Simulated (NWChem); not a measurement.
System: SiH₃Br; SMILES [SiH3]Br

The following NWChem deck was run.

```
start job
memory heap 200 mb stack 900 mb global 1100 mb
geometry units angstroms noautosym nocenter noautoz
  Si     0.000000     0.000000    -1.417110
  Br     0.000000     0.000000     0.809288
  H      0.997374     0.997374    -1.893767
  H     -1.362438     0.365064    -1.893767
  H      0.365064    -1.362438    -1.893767
end
basis spherical
  Si library pcsseg-1
  Br library pcsseg-1
  H library pcsseg-1
end
dft
  xc xpbe96 cpbe96
  iterations 150
end
property
  shielding 3 1 2 3
  efieldgrad
end
task dft property
```

Excerpt of the output:

```
             Northwest Computational Chemistry Package (NWChem) 7.3.0
             --------------------------------------------------------

                             Geometry "geometry" -> ""
                             -------------------------

 Output coordinates in angstroms (scale by  1.889725989 to convert to a.u.)

  No.       Tag          Charge          X              Y              Z
 ---- ---------------- ---------- -------------- -------------- --------------
    1 Si                  14.0000     0.00000000     0.00000000    -1.41711000
    2 Br                  35.0000     0.00000000     0.00000000     0.80928800
    3 H                    1.0000     0.99737400     0.99737400    -1.89376700
    4 H                    1.0000    -1.36243800     0.36506400    -1.89376700
    5 H                    1.0000     0.36506400    -1.36243800    -1.89376700

 Effective nuclear repulsion energy (a.u.)     150.2662813719

  pbe96 is a nonlocal functional; adding pw91lda local functional.
                              NWChem Property Module
                              ----------------------

  itol2e modified to match energy
  convergence criterion.

                                 NWChem DFT Module
                                 -----------------

 Summary of "ao basis" -> "ao basis" (spherical)
 ------------------------------------------------------------------------------
       Tag                 Description            Shells   Functions and Types
 ---------------- ------------------------------  ------  ---------------------
 Si                         pcsseg-1                10       24   4s5p1d
 Br                         pcsseg-1                15       41   5s7p3d
 H                          pcsseg-1                 3        5   2s1p

  itol2e modified to match energy
  convergence criterion.

            General Information
            -------------------
          SCF calculation type: DFT
          Wavefunction type:  closed shell.
          No. of atoms     :     5
          No. of electrons :    52
           Alpha electrons :    26
            Beta electrons :    26
          Charge           :     0
          Spin multiplicity:     1
          Use of symmetry is: off; symmetry adaption is: off
          Maximum number of iterations: 150
          AO basis - number of functions:    80
                     number of shells:    34
          Convergence on energy requested:  1.00D-07
          Convergence on density requested:  1.00D-05
          Convergence on gradient requested:  5.00D-04

              XC Information
              --------------
          PerdewBurkeErnzerhof Exchange Functional  1.000
            Perdew 1991 LDA Correlation Functional  1.000 local
           PerdewBurkeErnz. Correlation Functional  1.000 non-local

             Grid Information
             ----------------
          Grid used for XC integration:  fine
          Radial quadrature: Mura-Knowles
          Angular quadrature: Lebedev.
          Tag              B.-S. Rad. Rad. Pts. Rad. Cut. Ang. Pts.
          ---              ---------- --------- --------- ---------
          Si                  1.10      123           8.0       770
          Br                  1.15      140          10.0       974
          H                   0.35       60           9.0       590
          Grid pruning is: on
          Number of quadrature shells:   443
          Spatial weights used:  Erf1

      Superposition of Atomic Density Guess
      -------------------------------------

 Sum of atomic energies:       -2862.41090681

      Non-variational initial energy
      ------------------------------

 Total energy =   -2862.852305
 1-e energy   =   -4283.663286
 2-e energy   =    1270.544700
 HOMO         =      -0.373320
 LUMO         =       0.038250

   convergence    iter        energy       DeltaE   RMS-Dens  Diis-err
 ---------------- ----- ----------------- --------- --------- ---------
 d= 0,ls=0.0,diis     1  -2864.6204625246 -3.01D+03  1.07D-02  2.62D+00
 d= 0,ls=0.0,diis     2  -2864.6154734474  4.99D-03  1.24D-02  3.89D-01
 d= 0,ls=0.0,diis     3  -2864.6084150887  7.06D-03  6.67D-03  4.25D-01
 d= 0,ls=0.0,diis     4  -2864.6628812062 -5.45D-02  5.84D-04  7.02D-04
 d= 0,ls=0.0,diis     5  -2864.6629551861 -7.40D-05  1.74D-04  2.50D-04
  Resetting Diis
 d= 0,ls=0.0,diis     6  -2864.6629807205 -2.55D-05  2.92D-05  5.70D-06
 d= 0,ls=0.0,diis     7  -2864.6629813754 -6.55D-07  1.46D-05  3.37D-07
 d= 0,ls=0.0,diis     8  -2864.6629813353  4.01D-08  9.29D-06  5.27D-07

         Total DFT energy =    -2864.662981335270
      One electron energy =    -4285.004773928709
           Coulomb energy =     1382.884952851710
    Exchange-Corr. energy =     -112.809441630122
 Nuclear repulsion energy =      150.266281371851

 Numeric. integr. density =       52.000000419110

                       DFT Final Molecular Orbital Analysis
                       ------------------------------------

 Vector   24  Occ=2.000000D+00  E=-3.401324D-01
              MO Center=  2.7D-01,  2.8D-01, -1.4D+00, r^2= 2.6D+00
   Bfn.  Coefficient  Atom+Function         Bfn.  Coefficient  Atom+Function
  ----- ------------  ---------------      ----- ------------  ---------------
    66      0.351025  3 H  s                 14      0.247815  1 Si px
    15      0.247425  1 Si py                71     -0.175735  4 H  s
    76     -0.175256  5 H  s                 67      0.169410  3 H  s
    45      0.117793  2 Br px                46      0.117608  2 Br py
    48      0.116606  2 Br px                49      0.116423  2 Br py

 Vector   25  Occ=2.000000D+00  E=-2.627538D-01
              MO Center= -5.8D-02, -5.8D-02,  4.0D-01, r^2= 2.5D+00
   Bfn.  Coefficient  Atom+Function         Bfn.  Coefficient  Atom+Function
  ----- ------------  ---------------      ----- ------------  ---------------
    48      0.403827  2 Br px                49     -0.403741  2 Br py
    45      0.352746  2 Br px                46     -0.352670  2 Br py
    71      0.157395  4 H  s                 76     -0.157375  5 H  s
    72      0.140338  4 H  s                 77     -0.140321  5 H  s
    39     -0.136251  2 Br px                40      0.136222  2 Br py

[...]

          -----------------------------------------
          Chemical Shielding Tensors (GIAO, in ppm)
          -----------------------------------------

                                NWChem CPHF Module
                                ------------------

  scftype          =     RHF
  nclosed          =       26
  nopen            =        0
  variables        =     1404
  # of vectors     =        3
  tolerance        = 0.10D-03
  level shift      = 0.00D+00
  max iterations   =       50
  max subspace     =       30

 SCF residual:    2.4285837124673925E-004

Iterative solution of linear equations
  No. of variables     1404
  No. of equations        3
  Maximum subspace       30
        Iterations       50
       Convergence  1.0D-04

   iter   nsub   residual    time
   ----  ------  --------  ---------
     1      3    5.33D-05      39.1

      Atom:    1  Si
        Diamagnetic
    875.4741      0.0000     -0.0000
      0.0000    875.4741     -0.0000
     -0.0000     -0.0000    888.9586

        Paramagnetic
   -540.7312      0.0000     -0.0001
      0.0000   -540.7312     -0.0001
     -0.0001     -0.0001   -446.7308

        Total Shielding Tensor
    334.7429      0.0000     -0.0001
      0.0000    334.7429     -0.0001
     -0.0001     -0.0001    442.2277

           isotropic =     370.5711
          anisotropy =     107.4848

          Principal Components and Axis System
                 1           2           3
              442.2277    334.7429    334.7428

      1        -0.0000      0.7088     -0.7054
      2        -0.0000      0.7054      0.7088
      3         1.0000      0.0000      0.0000

      Atom:    2  Br
        Diamagnetic
   3121.4212      0.0000     -0.0000
      0.0000   3121.4212     -0.0000
     -0.0000     -0.0000   3131.0047

        Paramagnetic
   -314.1301      0.0004     -0.0004
      0.0004   -314.1301     -0.0004
     -0.0004     -0.0004   -307.2453

        Total Shielding Tensor
   2807.2911      0.0004     -0.0004
      0.0004   2807.2911     -0.0004
     -0.0004     -0.0004   2823.7594

           isotropic =    2812.7805
          anisotropy =      16.4683

          Principal Components and Axis System
                 1           2           3
             2823.7594   2807.2915   2807.2907

      1        -0.0000      0.7069      0.7073
      2        -0.0000      0.7073     -0.7069
      3         1.0000      0.0000      0.0000

      Atom:    3  H
        Diamagnetic
     27.8503      6.2674     -4.4390
      6.2674     27.8503     -4.4390
     -4.4390     -4.4390     28.1484

        Paramagnetic
     -2.8784     -3.2482      1.5097
     -3.2482     -2.8784      1.5097
      1.5097      1.5097     -0.0631

        Total Shielding Tensor
     24.9719      3.0192     -2.9293
      3.0192     24.9719     -2.9293
     -2.9293     -2.9293     28.0853

           isotropic =      26.0097
          anisotropy =       9.2573

          Principal Components and Axis System
                 1           2           3
               32.1812     23.8952     21.9527

      1        -0.4971      0.5028     -0.7071
      2        -0.4971      0.5028      0.7071
      3         0.7111      0.7031      0.0000
```

Level: PBE/pcSseg-1, GIAO. Geometry: optimised at PBE0/def2-SVP. NWChem prints the field gradient with the sign opposite to the second derivative of the potential. The printed shielding anisotropy is the first printed principal value minus the mean of the other two.
